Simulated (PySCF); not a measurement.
C5H10OSi.
Atom-mapped SMILES: `[CH2:1]=[CH:2]/[CH:3]=[CH:4]\[O:5][SiH2:6][CH3:7]` (hydrogens: H8, H9 on C1; H10 on C2; H11 on C3; H12 on C4; H13, H14 on Si6; H15, H16, H17 on C7)

All values: PBE0/pcSseg-1 and wB97X-D/def2-SVPD (PySCF, non-relativistic), on one gas-phase PBE0-D3(BJ)/def2-SVP geometry that isn't relaxed in the solvent. The solvent is an IEF-PCM continuum (Bondi radii, 1.10 Å for H, scaled by 1.2). Specific hydrogen bonds and non-electrostatic terms are outside this model.

Gas phase at PBE0/pcSseg-1: HOMO -6.03 eV, LUMO -0.46 eV, dipole 1.87 D.

Question: What does the continuum do to the energy, the frontier levels and the dipole at PBE0/pcSseg-1 in tetrahydrofuran and water?

Answer: 
```csv
solvent,ε,E(solvent) − E(gas) (kJ/mol),polarisation term (kJ/mol),distortion of the solute (kJ/mol),HOMO (eV),LUMO (eV),dipole (D)
tetrahydrofuran,7.426,-13.52,-14.81,1.29,-6.16,-0.59,2.26
water,78.36,-16.94,-19.01,2.07,-6.20,-0.63,2.34
```

The first energy column is the sum of the next two and covers electrostatics alone. From tetrahydrofuran to water the lowering changes by a factor 1.25, Onsager's factor (ε − 1)/(2ε + 1) by 1.21 and ε itself by 10.6.

Question: Which radius a makes the point-dipole formula ΔE = −[(ε − 1)/(2ε + 1)]·μ²/a³ give the value in water, with the gas-phase dipole?

Answer: μ = 0.734 au and |ΔE| = 0.00645 Eh give a = 1.82 Å; the farthest nucleus lies 4.34 Å from the centroid of the nuclei, so such a sphere wouldn't even hold the nuclei. The formula assumes a rigid point dipole at the centre of a sphere.

Question: Which Hirshfeld charges (PBE0/pcSseg-1) respond most in tetrahydrofuran (means over atoms taken as equivalent)?

Answer: 
```json
{"atoms": "C3", "environment": "alkene CH carbon", "gas (e)": "-0.088", "solvent (e)": "-0.098", "change": "-0.010"}
{"atoms": "H12", "environment": "vinylic hydrogen", "gas (e)": "+0.048", "solvent (e)": "+0.058", "change": "+0.010"}
{"atoms": "C2", "environment": "alkene CH carbon", "gas (e)": "-0.053", "solvent (e)": "-0.062", "change": "-0.009"}
{"atoms": "C1", "environment": "terminal =CH2 carbon", "gas (e)": "-0.110", "solvent (e)": "-0.117", "change": "-0.007"}
{"atoms": "O5", "environment": "silyl ether oxygen", "gas (e)": "-0.190", "solvent (e)": "-0.194", "change": "-0.004"}
{"atoms": "H11", "environment": "vinylic hydrogen", "gas (e)": "+0.046", "solvent (e)": "+0.050", "change": "+0.004"}
{"atoms": "H9", "environment": "vinylic hydrogen", "gas (e)": "+0.040", "solvent (e)": "+0.044", "change": "+0.004"}
{"atoms": "Si6", "environment": "oxygen-bound silicon", "gas (e)": "+0.416", "solvent (e)": "+0.419", "change": "+0.003"}
{"atoms": "H15/H16/H17", "environment": "methyl hydrogen", "gas (e)": "+0.052", "solvent (e)": "+0.054", "change": "+0.002"}
{"atoms": "H8", "environment": "vinylic hydrogen", "gas (e)": "+0.043", "solvent (e)": "+0.045", "change": "+0.002"}
{"atoms": "C4", "environment": "vinylic carbon bearing oxygen", "gas (e)": "+0.027", "solvent (e)": "+0.029", "change": "+0.002"}
{"atoms": "H10", "environment": "vinylic hydrogen", "gas (e)": "+0.040", "solvent (e)": "+0.039", "change": "-0.001"}
```

Question: Which Mayer bond orders change most in tetrahydrofuran?

Answer: 
```json
{"bond": "O5–Si6", "length (Å)": "1.685", "gas": "0.863", "solvent": "0.847", "change": "-0.016"}
{"bond": "C2–C3", "length (Å)": "1.449", "gas": "1.103", "solvent": "1.094", "change": "-0.009"}
{"bond": "Si6–C7", "length (Å)": "1.859", "gas": "0.985", "solvent": "0.993", "change": "+0.008"}
{"bond": "C3–C4", "length (Å)": "1.345", "gas": "1.801", "solvent": "1.794", "change": "-0.007"}
{"bond": "C4–O5", "length (Å)": "1.347", "gas": "1.015", "solvent": "1.019", "change": "+0.004"}
{"bond": "Si6–H13", "length (Å)": "1.496", "gas": "0.918", "solvent": "0.921", "change": "+0.003"}
{"bond": "Si6–H14", "length (Å)": "1.496", "gas": "0.918", "solvent": "0.921", "change": "+0.003"}
{"bond": "C7–H15", "length (Å)": "1.101", "gas": "0.951", "solvent": "0.948", "change": "-0.003"}
```

Gas phase at wB97X-D/def2-SVPD: HOMO -7.81 eV, LUMO 1.18 eV, dipole 1.78 D.

Question: What does the continuum do to the energy, the frontier levels and the dipole at wB97X-D/def2-SVPD in tetrahydrofuran?

Answer: 
```csv
solvent,ε,E(solvent) − E(gas) (kJ/mol),polarisation term (kJ/mol),distortion of the solute (kJ/mol),HOMO (eV),LUMO (eV),dipole (D)
tetrahydrofuran,7.426,-12.37,-13.68,1.31,-7.93,1.06,2.16
```

Question: How does the static polarisability (wB97X-D/def2-SVPD, frozen core, with the continuum's full static response) change?

Answer: 
| medium | isotropic (au) | principal values (au) | ⟨r²⟩ of the electrons (bohr²) |
| --- | --- | --- | --- |
| gas | 101.2 | 69.4, 88.5, 145.7 | 1518.7 |
| tetrahydrofuran | 129.3 | 90.6, 112.5, 184.9 | 1517.5 |

The isotropic value in tetrahydrofuran is 1.28 times the gas-phase one; no cavity-field correction is applied. ⟨r²⟩ is taken about the centre of nuclear charge.

Shape of the structure used: `[CH2:1]=[CH:2]/[CH:3]=[CH:4]\[O:5][SiH2:6][CH3:7]`: C1–C2–C3–C4 180°, C3–C4–O5–Si6 179°, C4–O5–Si6–C7 -179°.

wB97X-D is run here without its empirical dispersion term; that term would change no orbital, density or response property at a fixed geometry.
